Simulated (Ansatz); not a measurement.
Consider the redistribution: `C1N[SiH2]1` + `C[O][SnH3]` → `C[SiH]1CN1` + `[OH][SnH3]`.

Gas-phase electronic energies from Ansatz, PBE0-D4/def2-TZVP geometries. CCSD(T)/CBS adds triple-zeta CCSD(T) − MP2 to the extrapolated MP2 energy (def2 sets, frozen cores). Functionals use def2-TZVPP. def2 core potentials past Kr. For Sn outer-core shells are correlated without core-valence functions, which leaves a few kJ/mol of doubt a bond.

(1) Is it downhill or uphill in electronic energy at CCSD(T)/CBS, and by how much? (An estimate is asked.)

(2) What do these levels give: LDA (SPW92), r2SCANh-D4, PBE-QIDH, BLYP, CAM-B3LYP, SCS-MP2/def2-TZVPP? (Estimate.)

(3) What do rigid-rotor, harmonic-oscillator terms from PBE0-D4/def2-TZVP frequencies (298.15 K, 1 bar) make of the CCSD(T)/CBS value? (An estimate is asked.)

Largest T1 diagnostic among the species: 0.014.

Answers

(1) Computed: Downhill: ΔE = -1.08 eV.

(2) Computed: LDA (SPW92) -1.05, r2SCANh-D4 -1.09, PBE-QIDH -1.10, BLYP -0.97, CAM-B3LYP -1.01, SCS-MP2/def2-TZVPP -1.05 eV.

(3) Ansatz gave: ΔZPE = +0.01 eV, ΔH = -1.05 eV, ΔS = 2 J/(mol·K), ΔG = -1.06 eV.

From BLYP to BHLYP (50 % exact exchange), in def2-TZVPP and without D4, ΔE moves by −0.05 eV. At CCSD(T), def2-SVP lies +0.26 eV from the extrapolated value and def2-TZVPP +0.03 eV. Leaving LDA and LC-ωPBE aside and taking each functional with its dispersion term where it has one, the values, not all of them listed here, spread over 0.12 eV, from PBE-QIDH to BLYP-D4.
